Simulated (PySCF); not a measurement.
technetium atom (Tc), sextet (core potentials on Tc). Base run: DF-B3LYP/def2-SVP (PySCF).

Input for PySCF:
```python
from pyscf import gto, scf, dft

mol = gto.M(
    atom='''
Tc    0.00000000    0.00000000    0.00000000
''',
    basis='def2-svp',
    ecp={'Tc': 'def2-svp'},
    spin=5,
    verbose=4,
)

mf = dft.UKS(mol)
mf.xc = 'b3lyp'
mf = mf.density_fit(auxbasis='def2-universal-jkfit')
mf.kernel()
```

The base run was repeated with changes; each row names its change, and settings that it needs were set with it.

```csv
change,basis functions,E (Eh),HOMO (eV),outcome
base,31,-80.71084,-4.86,converged
basis = LANL2DZ,22,-,-,not converged
basis = def2-SV(P),24,-80.71083,-4.87,converged
basis = def2-SVPD,34,-80.70236,-3.82,converged
basis = def2-TZVP,40,-80.72557,-3.80,converged
basis = def2-TZVPD,40,-80.72557,-3.80,converged
basis = def2-TZVPP,56,-80.73470,-4.96,converged
basis = def2-QZVP,72,-80.73648,-4.84,converged
basis = def2-QZVPP,88,-80.73044,-4.03,converged
```

Totals compare only among sets that treat the same electrons; sets with core potentials leave the core out.

Open shells are given as the SCF converged; they aren't shown to be the lowest states, and a large step between rows can be another state.
